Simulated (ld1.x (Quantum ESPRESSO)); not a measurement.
# Before and after: RRKJ potential for phosphorus (P)

- Element: P
- Generator: ld1.x (Quantum ESPRESSO) 7.5
- Type: norm-conserving RRKJ (Kleinman–Bylander form)
- Functional: revPBE
- Relativity: non-relativistic
- Frozen core: [Ne]
- Valence charge: 5
- Reference configuration: 3s2 3p0 (charge +3)
- Partial waves: 3s (bound): rc 1.30 bohr; 3p (bound, empty): rc 1.20 bohr; 3d channel at 0.5 Ry: rc 1.10 bohr
- Local potential: all-electron potential smoothed inside 1.15 bohr (lloc = -1)
- Core correction: none

All-electron outer shells of the reference configuration (revPBE, non-relativistic, ld1.x):

```json
{"shell": "3s", "level (eV)": "-45.44", "outermost node (bohr)": "0.65", "outermost maximum (bohr)": "1.48"}
{"shell": "3p", "level (eV)": "-35.30", "outermost node (bohr)": "0.63", "outermost maximum (bohr)": "1.62"}
```

Change: reference 3s2 3p3.

Cutoffs: the cutoffs (Ry, on a coarse ladder) from which the occupation-weighted sum of valence levels, in a spherical-Bessel basis at the reference potential, stays within 10 and 1 mRy of its value at 400 Ry; they do not see the model core or the augmentation charge, which bear on the density cutoff. Errors are all-electron minus pseudo energies relative to the spin-unpolarised reference configuration.

**Question.** What does the change do?

**Answer.** The potential gets harder (21 Ry and 50 Ry → 70 Ry and 90 Ry); the range in which the s phases agree widens (upper end -2.5 → 0.1); the range in which the p phases agree widens (upper end -1.2 → 1.0); neither file shows a bound ghost.

```tsv
quantity	base	changed
cutoff, loose	21 Ry	70 Ry
cutoff, tight	50 Ry	90 Ry
bound ghosts	none	none
largest error over its own tests, meV	+74	+46
s: phases at 1.40 bohr within 0.05 rad from the reference energy up to (Ry; the scan ends near 5)	-2.5	0.1
p: phases at 1.40 bohr within 0.05 rad from the reference energy up to (Ry; the scan ends near 5)	-1.2	1.0
d: phases at 1.40 bohr within 0.05 rad from the reference energy up to (Ry; the scan ends near 5)	to the end of the scan	to the end of the scan
```

Base: The cutoffs count occupied waves only; the empty 3p level needs 70 Ry at the loose tolerance.
